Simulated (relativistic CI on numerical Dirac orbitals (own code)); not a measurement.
Hyperfine structure of Pr IV, mass number 141

Calculated at this level of theory: Dirac-Coulomb-Breit CI, orbitals from a KLI potential per configuration, model QED (radiative potential, 1s self-energy scaled to tabulated hydrogen-like ionisation energies), valence Slater integrals scaled by 0.85, P86 correlation energy added to each configuration (own radial code, finite nucleus).

Configuration list (outside the closed core [Kr] 4d10 5s2): 4f2 5p6, 4f 5p6 5d, 4f 5p6 6s, 4f2 5p5 5d, 4f 5p6 6p, 4f3 5p5, 4f 5p6 6d, 4f 5p6 7s, 4f 5p6 5f, 4f 5p6 7p, 4f2 5p5 6s, 4f 5p6 6f, 5p6 5d2, 5p5 5d3, 5p6 5d 6s, 5p5 5d2 6s, 5p6 5f2, 5p5 5d 5f2. Double excitations out of closed p, d and f shells are left out; levels of such configurations are missing from the list, as are those of other unlisted configurations, and high levels can miss mixing partners.

Nuclear spin I = 5/2, μ = 4.266 μN, Q = -0.0589 b (tables of Stone and Pyykkö). The electronic factors are computed for point nuclear moments, without core polarisation; leaving it out makes A of s and p electrons in near-neutral atoms 20 to 40 % too small, and it can dominate for d and f shells.

```json
{"Level": "4f2 5p6 3H_4", "E (cm⁻¹)": "0.0", "A (MHz)": "1123", "B (MHz)": "-40.4"}
{"Level": "4f2 5p6 3H_5", "E (cm⁻¹)": "2019.2", "A (MHz)": "816.8", "B (MHz)": "-41.8"}
{"Level": "4f2 5p6 3H_6", "E (cm⁻¹)": "4126.8", "A (MHz)": "638.2", "B (MHz)": "-46.2"}
{"Level": "4f2 5p6 3F_2", "E (cm⁻¹)": "5463.4", "A (MHz)": "1071", "B (MHz)": "11.5"}
{"Level": "4f2 5p6 3F_3", "E (cm⁻¹)": "6756.1", "A (MHz)": "724.9", "B (MHz)": "12.1"}
{"Level": "4f2 5p6 3F_4", "E (cm⁻¹)": "6812.9", "A (MHz)": "781.6", "B (MHz)": "2.05"}
{"Level": "4f2 5p6 1D_2", "E (cm⁻¹)": "18841.0", "A (MHz)": "775.7", "B (MHz)": "27.5"}
{"Level": "4f2 5p6 1I_6", "E (cm⁻¹)": "23086.8", "A (MHz)": "805.5", "B (MHz)": "-91.9"}
```

Levels with J = 0, under 50 % of one LS term, or S terms without an open s electron are left out. Small factors come from cancelling terms and can be off by tens of per cent or more.

For a near-neutral ion this model can misplace configurations by up to about 10,000 cm⁻¹ (more where the count of f electrons changes) and terms by 10 to 25 % of their spread. Rates follow the energies as ν³ (E1, M1) or ν⁵ (E2), so they and the lifetimes can be off by large factors. The fine structure of a lone outer electron comes out too small, for d and f at times inverted, and misplaced configurations move strength between like terms. 41 of the 45 excited levels that our extract of the measured tables holds in this range could be paired (the sources list more); they are missed by 2808 cm⁻¹ on average and 5867 at most, and levels without a partner can miss by more. Some levels of the ground configuration have no partner and can miss by 10 % or more.

**Question.** Give the hyperfine levels of 4f2 5p6 3H_4 relative to its centre of gravity.

**Answer.** With K = F(F + 1) − I(I + 1) − J(J + 1), E = AK/2 + B[¾K(K + 1) − I(I + 1)J(J + 1)]/[2I(2I − 1)J(2J − 1)]: F = 3/2: -14060, F = 5/2: -11240, F = 7/2: -7294, F = 9/2: -2234, F = 11/2: 3940, F = 13/2: 11220 MHz.

LS names give the leading component of a level, which can be under half, so a name can repeat, a term be missing and a line seem to break the LS rules.
